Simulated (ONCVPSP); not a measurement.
# Cutoff test, selenium, ONCV

Se, optimised norm-conserving Vanderbilt (ONCV), made with ONCVPSP 4.0.1 (PBE, scalar-relativistic). Core [Ar] 3d10, reference 4s2 4p4. Waves: 4s: rc 1.50 bohr, ncon 3, nbas 8, qcut 4.5 1/bohr, 2 projectors, debl 1.9 Ha; 4p: rc 1.45 bohr, ncon 4, nbas 8, qcut 6.9 1/bohr, local; d scattering state at 0.02 Ha: rc 1.45 bohr, ncon 3, nbas 7, qcut 6.1 1/bohr, 1 projector. Local part: the p channel. Core correction: Teter function, fcfact 5.75, rcfact 1.35.

Problem. For each optimised wave give the share of its norm inside rc, the residual kinetic energy above qcut (Ha) and the cutoffs (Ha) for errors of 10, 1, 0.1 and 0.01 mHa per electron.

Solution.

| wave | norm inside rc | residual KE | 10 mHa | 1 mHa | 0.1 mHa | 0.01 mHa |
| --- | --- | --- | --- | --- | --- | --- |
| 4s | 0.358 | 1.4e-03 | 7.4 | 11.3 | 73.1 | 116.8 |
| s projector 2 | 0.174 | 2.8e-03 | 8.6 | 12.4 | 75.5 | 154.1 |
| 4p | 0.169 | 6.5e-05 | 3.0 | 10.0 | 20.7 | 89.3 |
| d projector 1 | 0.000 | 1.5e-04 | 0.0 | 0.1 | 69.8 | not reached |

The occupied waves need 11 Ha and 73 Ha for 1 and 0.1 mHa. Rows with under 1 % of the norm inside rc give no meaningful cutoff. Note: ghosts flagged at negative energy: d at -256.3 eV; no localised positive-energy state flagged. A true bound ghost makes a file unfit for plane-wave use.
